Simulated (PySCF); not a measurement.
Vertical excitations of a molecule C4H5Br from TDDFT-PBE/def2-SVPD run with PySCF 2.14.0, as energy in eV (oscillator strength): 5.39 (0.000), 5.82 (0.000), 5.83 (0.163), 6.07 (0.013), 6.48 (0.003), 6.51 (0.004), 6.79 (0.003), 7.07 (0.024), 7.18 (0.028), 7.28 (0.000). Lowest triplet (TDA): 3.99 eV. The structure is a stationary point at PBE-D3(BJ)/def2-SVP. One conformer was computed; it need not be the lowest.

Question: Identify the compound among the candidates.
A) BrC1=CCC1
B) C=C=C(C)Br
C) CC=C=CBr
D) C=CC(=C)Br

Answer: A, BrC1=CCC1
